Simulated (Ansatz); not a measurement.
`CN(C)[SiH]` + `[SiH3]N[SiH3]` → `[SiH]N([SiH3])[SiH3]` + `CNC` at 600 K and 1 bar (ligand exchange at the Si–N bond).

Gas-phase electronic energies from Ansatz, PBE0-D4/def2-TZVP geometries. CCSD(T)/CBS adds triple-zeta CCSD(T) − MP2 to the extrapolated MP2 energy (def2 sets, frozen cores). This one scheme is used for every species.

| species | CCSD(T)/CBS energy (Eh) | H − E (kJ/mol) | S (J/(mol·K)) |
| --- | --- | --- | --- |
| `CN(C)[SiH]` | -424.06348 | 289.9 | 385.3 |
| `[SiH3]N[SiH3]` | -637.10515 | 230.1 | 420.5 |
| `[SiH]N([SiH3])[SiH3]` | -926.15926 | 235.9 | 451.5 |
| `CNC` | -135.00321 | 284.6 | 333.5 |

H − E and S are ideal-gas, rigid-rotor, harmonic terms from PBE0-D4/def2-TZVP. 1 Eh = 2625.50 kJ/mol, R = 8.31446 J/(mol·K).

Question: By hand: ΔE, ΔH, ΔS and ΔG.

Answer: ΔE = (-926.15926) + (-135.00321) − (-424.06348) − (-637.10515) = 0.00616 Eh = 16.2 kJ/mol. Δ(H − E) = 235.9 + 284.6 − 289.9 − 230.1 = 0.5, so ΔH = 16.7 kJ/mol. ΔS = 451.5 + 333.5 − 385.3 − 420.5 = -20.8 J/(mol·K). ΔG = 16.7 − 600 × (-20.8)/1000 = 29.2 kJ/mol.

Question: By hand: the equilibrium constant, and the temperature at which ΔG would vanish if ΔH and ΔS stayed fixed.

Answer: log₁₀ K = −ΔG/(RT ln 10) = -2.5. ΔH and −TΔS have one sign here, so there is no such temperature.

TΔS isn't small against ΔH here. A doubt of 5 kJ/mol in ΔE shifts log₁₀ K by 0.4 here. Modes under 60 cm⁻¹, often nearly free rotors, make the harmonic entropy too high. These are equilibria of isolated gas molecules and say nothing of rates. Largest T1 diagnostic: 0.015 (customary marks: 0.02 for closed shells, 0.045 for open ones).
